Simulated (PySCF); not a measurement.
**Excitation energy of N²⁺ by level of theory**

N²⁺ [He] 2s2 2p1 (2P) → N²⁺ [He] 2s2 3d1 (2D), as a difference of total energies. Computed with PySCF 2.14 in aug-cc-pVDZ-DK (4s3p2d, 23 functions), with scalar relativity by spin-free X2C-1e. Correlated levels: valence: 1s2 frozen. The calculations carry no spin-orbit coupling.

| method | excitation energy (eV) |
| --- | --- |
| UHF | 34.811 |
| LDA | 33.836 |
| PBE | 33.732 |
| PBE0 | 34.065 |
| r2SCAN | 34.392 |
| BLYP | 33.838 |
| wB97X | 34.267 |
| M06-2X | 33.991 |
| r2SCANh | 34.457 |
| MP2 (valence) | 33.870 |
| SCS-MP2 (valence) | 33.678 |

Task: How much does correlation contribute at MP2 (valence)?

Result: 33.870 − (34.811) = -0.941 eV, measured against UHF.

A first-order spin-orbit estimate (lowest level to lowest level, LS coupling) adds 0.013 eV.

The promoted electron is Rydberg-like, and one or two diffuse shells describe it only roughly, which tends to raise the upper state.
